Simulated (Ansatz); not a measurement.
Reaction (redistribution): `CBO[SiH](O)F` + `C=C(C)[SiH3]` → `C=C([SiH3])BC` + `CO[SiH](O)F`

Isolated molecules relaxed with PBE0-D4/def2-TZVP in Ansatz; ΔE leaves out vibrations. CCSD(T)/CBS adds triple-zeta CCSD(T) − MP2 to the extrapolated MP2 energy (def2 sets, frozen cores). DFT in def2-TZVPP. Each species was taken in one conformer, which may not be the lowest.

`CBO[SiH](O)F`:

Z-matrix (Å, degrees):
```
C
B 1 1.557
H 1 1.091 2 113.8
H 1 1.096 2 109.8 3 -122.3
H 1 1.096 2 110.0 3 122.6
O 2 1.360 1 120.6 3 0.1
H 2 1.207 1 121.3 3 -179.8
Si 6 1.635 2 133.2 1 178.8
O 8 1.619 6 110.4 2 131.8
F 8 1.589 6 105.8 2 -108.6
H 8 1.467 6 113.0 2 10.8
H 9 0.958 8 119.7 6 49.7
```

`C=C(C)[SiH3]`:

Cartesian coordinates in Å:
```
C -0.088 -1.399 -0.777
C -0.024 -0.182 -0.239
C -0.086 1.060 -1.076
Si 0.148 -0.001 1.613
H -0.044 -2.300 -0.173
H -0.189 -1.541 -1.851
H -0.927 1.694 -0.778
H -0.194 0.825 -2.137
H 0.818 1.665 -0.950
H 1.384 0.760 1.949
H 0.205 -1.343 2.249
H -1.004 0.761 2.171
```

`C=C([SiH3])BC`:

Z-matrix (Å, degrees):
```
Si
C 1 1.868
H 1 1.489 2 110.9
H 1 1.489 2 110.0 3 -120.4
H 1 1.489 2 110.8 3 119.2
B 2 1.553 1 122.5 3 -60.4
C 2 1.343 1 119.8 3 119.5
C 6 1.557 2 124.7 1 -1.2
H 6 1.205 2 116.6 1 -179.4
H 7 1.089 2 123.2 1 -0.0
H 7 1.089 2 120.9 1 -180.0
H 8 1.094 6 111.9 2 137.7
H 8 1.100 6 107.1 2 -108.2
H 8 1.092 6 116.0 2 11.7
```

`CO[SiH](O)F`:

```xyz
10

C    -0.758   -1.422    0.188
O    -0.314   -0.289   -0.530
Si    0.379    1.027    0.119
O     0.953    1.958   -1.075
F     1.548    0.538    1.088
H    -1.586   -1.167    0.858
H     0.052   -1.860    0.778
H    -1.110   -2.162   -0.531
H    -0.535    1.843    0.933
H     1.370    1.535   -1.827
```

```csv
species,PBE0-D4 energy (Eh)
`CBO[SiH](O)F`,-606.26285
`C=C(C)[SiH3]`,-408.38193
`C=C([SiH3])BC`,-433.80230
`CO[SiH](O)F`,-580.77573
```

(1) Work out ΔE.

Largest T1 diagnostic among the species: 0.012.

Answers

(1) ΔE = (-433.80230) + (-580.77573) − (-606.26285) − (-408.38193) = 0.06675 Eh = +1.82 eV. CCSD(T)/CBS gives +1.85 eV.
